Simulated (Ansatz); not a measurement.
A nudged elastic band was laid between two geometries of H$_{5}$NO$_{3}$Sn (10 atoms, charge 0, multiplicity 1).

All numbers below come from RKS LDA/def2-SVP (Ansatz 0.2.0).

```json
{
  "movable images": "7",
  "climbing image": "yes",
  "spring": "20.0 eV/Å²",
  "optimiser": "quadratic models (default)",
  "start path": "IDPP",
  "force threshold": "0.05 eV/Å",
  "iteration limit": "60",
  "end points": "relaxed"
}
```

Image 0:

```xyz
10
Properties=species:S:1:pos:R:3
N -1.361 0.145 -1.227
Sn 0.166 -0.016 0.070
O 1.240 -1.667 -0.059
O -0.428 -0.115 1.952
O 1.234 1.603 -0.277
H -1.139 0.860 -1.936
H -1.532 -0.747 -1.713
H 1.184 -2.118 0.810
H -1.278 0.361 2.048
H 1.997 1.643 0.334
```

Image 8:

```xyz
10
Properties=species:S:1:pos:R:3
N -1.275 0.448 -1.243
Sn 0.153 -0.072 0.073
O 0.170 -2.041 -0.018
O -0.214 0.570 1.905
O 1.935 0.714 -0.243
H -0.951 1.206 -1.861
H -1.519 -0.363 -1.830
H 0.798 -2.405 0.637
H -1.181 0.659 2.027
H 2.168 1.232 0.556
```

(1) Which bonds break or form, and what moves?

(2) Give the energies along the band, and the barrier.

(3) What is the geometry of the highest image?

Answers

(1) No bond is made or broken. The dihedral O3–Sn2–O5–H10 goes from -56 to -121°. The two ends are copies of one structure, up to a mirror image or an exchange of like atoms.

(2) It converged. The highest image is number 4 of 0 to 8, 0.005 eV above the ends, which have the same energy within 2 meV. The top lies less than 8 meV above the higher end, about what the thresholds resolve: that end is a shoulder or a very shallow well. Another band between the same ends (7 images) ends at a top of the same energy, where a vibrational analysis finds 1 clearly imaginary mode.

```tsv
image	path coordinate (Å)	energy (eV)	dihedral O3–Sn2–O5–H10 (°)
0	0.00	0.000	-56
1	0.16	0.000	-66
2	0.31	0.002	-77
3	0.47	0.004	-87
4	0.63	0.005	-97
5	0.78	0.004	-105
6	0.94	0.002	-112
7	1.09	0.001	-118
8	1.24	0.000	-121
```

(3) 
```xyz
10
Properties=species:S:1:pos:R:3:forces:R:3
N -1.326 0.296 -1.220 -0.01 0.00 0.00
Sn 0.180 -0.051 0.062 0.03 -0.01 -0.04
O 0.722 -1.939 -0.117 -0.01 0.01 -0.03
O -0.287 0.207 1.964 0.04 -0.01 0.00
O 1.626 1.232 -0.332 -0.01 -0.01 -0.03
H -1.072 1.049 -1.875 -0.01 0.00 0.00
H -1.535 -0.553 -1.766 -0.01 0.00 0.00
H 0.951 -2.294 0.765 0.00 -0.01 0.04
H -1.223 0.487 2.017 -0.05 0.02 0.01
H 2.047 1.512 0.505 0.01 0.01 0.04
```

The run took 41 s on 2 threads of Intel(R) Xeon(R) Platinum 8175M CPU @ 2.50GHz (Skylake/Cascade Lake), with other jobs on the host, peak memory 0.16 GiB.
